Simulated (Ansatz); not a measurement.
CH7ClOSSi2, SMILES `CO[SiH2]S[SiH2]Cl`, relaxed with RKS PBE0-D4/def2-TZVP in Ansatz 0.2.0 from a GFN2-xTB geometry. The force threshold is 0.005 eV/Å; the program also tests the step.

Total charge 0; spin multiplicity 1.

Start:

```xyz
13

C     0.292    1.157   -1.699
O     0.299    0.421   -0.511
Si    1.260   -0.824   -0.128
S     0.557   -1.345    1.818
Si   -1.355   -0.371    1.955
Cl   -2.618   -0.954    0.510
H    -0.516    1.886   -1.636
H     0.124    0.504   -2.557
H     1.242    1.677   -1.834
H     2.658   -0.439   -0.003
H     1.078   -1.947   -1.041
H    -1.183    1.070    1.883
H    -1.838   -0.834    3.242
```

(1) By how much does the energy fall, and how many steps does the optimiser take? (An estimate is asked.)

(2) Which bonds change most? (Best estimate.)

(3) Give the relaxed structure. (Best estimate.)

Answers

(1) Ansatz gave: 16.39 kJ/mol, in 46 steps, 2 of them rejected.

(2) Ansatz gave: Si5–Cl6 from 2.006 to 2.060 Å; S4–Si5 from 2.151 to 2.115 Å; Si5–H13 from 1.451 to 1.478 Å; Si3–H11 from 1.458 to 1.484 Å.

(3) Ansatz gave: 
```xyz
13

C     0.191    1.147   -1.506
O     1.110    0.739   -0.516
Si    1.409   -0.788   -0.031
S     0.626   -1.204    1.926
Si   -1.292   -0.336    1.728
Cl   -2.328   -1.098    0.119
H    -0.637    1.689   -1.042
H    -0.217    0.296   -2.060
H     0.700    1.813   -2.206
H     2.867   -0.983    0.131
H     0.830   -1.732   -1.018
H    -1.219    1.125    1.515
H    -2.039   -0.667    2.961
```
